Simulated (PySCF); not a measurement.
# Radial density of Te²⁺ (tellurium, charge +2)

UHF, [Kr] 4d10 5s2 5p1 6s1, high-spin 3P determinant (an excited configuration). Computed with PySCF 2.14 in aug-cc-pwCVTZ-DK3 with one added diffuse shell each of s, p, d, f type (11s10p8d5f1g, 125 functions), with the spin-free X2C one-electron Hamiltonian (Gaussian nucleus).

```
r (bohr)  4πr²ρ (e/bohr)  4πr²(ρα − ρβ)
  0.0279           62.26         0.0094
  0.0470           61.63         0.0233
  0.0790           86.01         0.0241
   0.133           67.07        -0.0044
   0.224           70.52         0.0601
   0.376           42.33        -0.0001
   0.632           25.20         0.1427
    1.06           15.74         0.0117
    1.79           3.343         0.6276
    3.01          0.7185         0.4097
    5.06          0.2567         0.2544
    8.52        0.009963         0.0100
```

Densities and radii are taken from the X2C orbitals without a picture-change correction, which distorts them close to the nucleus.

The outer electron is Rydberg-like, and this basis confines it to a smaller radius and binds it less than a complete one would.

Question: Where is the radial spin density 4πr²(ρα − ρβ) most negative, and why is it negative at all?

Answer: Around r = 0.133 bohr, down to -0.0044 e/bohr: exchange with the open shell polarises the paired shells in an unrestricted calculation.
